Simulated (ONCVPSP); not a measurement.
**What one change does to a pseudopotential (Ce (Z = 58), ONCV)**

```json
{"Element": "Ce", "Generator": "ONCVPSP 4.0.1", "Type": "optimised norm-conserving Vanderbilt (ONCV)", "Functional": "PBEsol", "Relativity": "scalar-relativistic", "Frozen core": "[Kr] 4d10 4f1", "Valence charge": "11", "Reference configuration": "5s2 5p6 5d1 6s2", "Partial waves": "5s+6s: rc 2.70 bohr, ncon 3, nbas 6, qcut 4.5 1/bohr, 2 projectors; 5p: rc 1.70 bohr, ncon 5, nbas 9, qcut 4.8 1/bohr, 1 projector; 5d: rc 2.80 bohr, ncon 5, nbas 9, qcut 3 1/bohr, 2 projectors, debl 3.3 Ha", "Local potential": "polynomial inside 1.45 bohr (lpopt 5, dvloc0 4 Ha)", "Core correction": "none"}
```

Change: all radii scaled by about 0.84 (s 2.28, p 1.44, d 2.36 bohr); local potential polynomial inside 1.22 bohr (lpopt 5, dvloc0 4 Ha).

Cutoffs: the cutoffs (Ha) at which the residual kinetic energy of the hardest occupied pseudo-wave falls to 1 and 0.1 mHa per electron; they do not see the model core or the augmentation charge, which bear on the density cutoff. Errors are all-electron minus pseudo energies relative to the spin-unpolarised reference configuration.

Question: What does the change do?

Answer: The potential gets harder (24 Ha and 76 Ha → 102 Ha and 126 Ha); a bound ghost appears in s, which as a rule spoils a file; of the 3 tests that both files solve, the error grows in 0 and shrinks in 1 by more than 15 % and 0.3 meV (median size 7.0 → 4.7 meV). A smaller radius makes the pseudo-wave follow the all-electron one further in, where it bends more sharply, so more plane waves are needed.

```csv
quantity,base,changed
"cutoff, loose",24 Ha,102 Ha
"cutoff, tight",76 Ha,126 Ha
loose cutoff by channel,"s 5.9 Ha, p 24 Ha, d 9.4 Ha","s 7.6 Ha, p 102 Ha, d 6.6 Ha"
bound ghosts,none,s
GHOST(+) flags under 300 eV,s at 54.3 eV,p at 37.1 eV
"tests counted as reliable (solved cleanly; for ONCVPSP, near-neutral configurations with less than one 5d electron left out)",3 of 4,3 of 4
"error for 5s2 5p6 5d1 6s1, meV [ΔE 6.10 eV]",-2.0,-1.9
"error for 5s2 5p6 5d1 6s0, meV [ΔE 17.14 eV]",-7.0,-4.7
"error for 5s2 5p6 5d0 6s0, meV [ΔE 36.28 eV]",-24,-26
```

 A true bound ghost makes a file unfit for plane-wave use even where its test errors are small: the radial tests pick states by their node count and pass the ghost by.
